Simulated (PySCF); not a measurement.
**Radial density of La²⁺ (lanthanum, charge +2)**

r2SCAN, [Xe] 6p1, 2P determinant (an excited configuration). Computed with PySCF 2.14 in x2c-TZVPPall, with the spin-free X2C one-electron Hamiltonian (Gaussian nucleus).

```csv
r (bohr),4πr²ρ (e/bohr),4πr²(ρα − ρβ)
0.0284,66.66,0.0032
0.0477,75.40,0.0067
0.0802,97.76,0.0035
0.135,71.68,0.0025
0.227,84.07,0.0131
0.382,34.56,0.0071
0.642,34.33,0.0188
1.08,11.61,0.0549
1.82,5.676,0.0219
3.06,0.6731,0.1719
5.14,0.2446,0.2429
8.65,0.005318,0.0053
```

Densities and radii are taken from the X2C orbitals without a picture-change correction, which distorts them close to the nucleus.

Spin-orbit coupling, absent here, splits the open shell strongly.
